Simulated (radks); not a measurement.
Valence configurations of Sr (all share [Kr]). Calculated with a radial shooting solver on a logarithmic mesh with Libxc functionals: scalar-relativistic Kohn-Sham, PBE, spin-unpolarised, spherical densities, finite nucleus; Fermi nuclear charge, rms radius 4.224 fm. Energies are relative to 5s2; eigenvalues in eV.

valence	E (eV)	e(4d)	e(5p)	e(5s)
5s2	0.000	-	-	-3.526
4d1 5s1	2.325	-0.911	-	-3.290
5s1 5p1	2.299	-	-1.826	-4.181
5s1.5 5p0.5	1.135	-	-1.569	-3.870
4d1 5p1	4.432	-1.603	-1.688	-
5s0.5 5p1.5	3.490	-	-2.059	-4.466
4d1 5s0.5 5p0.5	3.370	-1.259	-1.460	-3.569
5p2	4.707	-	-2.270	-
4d2	4.719	-0.883	-	-

NIST lists [Kr] 5s2 as the ground configuration; this level of theory agrees among the configurations tried. The energies are those of spherical spin-averaged densities, not of single terms.
